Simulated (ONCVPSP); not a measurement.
# strontium: one change to an ONCV potential, before and after

```
Element                 : Sr (Z = 38)
Generator               : ONCVPSP 4.0.1
Type                    : optimised norm-conserving Vanderbilt (ONCV)
Functional              : PBE
Relativity              : scalar-relativistic
Frozen core             : [Ar] 3d10
Valence charge          : 10
Reference configuration : 4s2 4p6 5s2
Partial waves           : 4s+5s: rc 1.95 bohr, ncon 4, nbas 9, qcut 4.8 1/bohr, 3 projectors, debl 3.9 Ha; 4p: rc 1.70 bohr, ncon 3, nbas 6, qcut 5.5 1/bohr, 2 projectors, debl 3 Ha; d scattering state at 0.34 Ha: rc 1.75 bohr, ncon 4, nbas 9, qcut 5.5 1/bohr, 1 projector
Local potential         : polynomial inside 1.65 bohr (lpopt 5, dvloc0 3 Ha)
Core correction         : polynomial model core, fcfact 0.25
```

In the d channel the program set the typed energies aside and used 0.050 Ha.

Change: p: rc 1.56; local potential polynomial inside 1.56 bohr (lpopt 5, dvloc0 3 Ha).

Cutoffs: the cutoffs (Ha) at which the residual kinetic energy of the hardest occupied pseudo-wave falls to 1 and 0.1 mHa per electron; they do not see the model core or the augmentation charge, which bear on the density cutoff. Errors are all-electron minus pseudo energies relative to the spin-unpolarised reference configuration.

Q: What does the change do?

A: The potential gets harder (9.6 Ha and 20 Ha → 13 Ha and 42 Ha); the errors of the 4 common tests hardly move; neither file shows a bound ghost. A smaller radius makes the pseudo-wave follow the all-electron one further in, where it bends more sharply, so more plane waves are needed.

| quantity | base | changed |
| --- | --- | --- |
| cutoff, loose | 9.6 Ha | 13 Ha |
| cutoff, tight | 20 Ha | 42 Ha |
| loose cutoff by channel | s 9.6 Ha, p 9.4 Ha | s 9.6 Ha, p 13 Ha |
| bound ghosts | none | none |
| GHOST(+) flags under 300 eV | none | s at 230.3 eV |
| error for 4s2 4p6 5s1, meV [ΔE 5.89 eV] | -0.7 | -0.7 |
| error for 4s2 4p6 5s0, meV [ΔE 16.89 eV] | -3.4 | -3.6 |
| error for 4s2 4p6 5s1.5, meV [ΔE 2.34 eV] | -0.2 | -0.2 |
| error for 4s2 4p6 4d0.5 5s1.5, meV [ΔE 1.15 eV] | -1.6 | -1.5 |
| s: phases at 1.98 bohr within 0.05 rad from the reference energy up to (Ha; the scan ends near 5) | to the end of the scan | to the end of the scan |
| d: phases at 1.78 bohr within 0.05 rad from the reference energy up to (Ha; the scan ends near 5) | 4.7 | 4.1 |
| rms error of d²Exc/dni dnj with the model core, mHa | 1.46 | 1.50 |
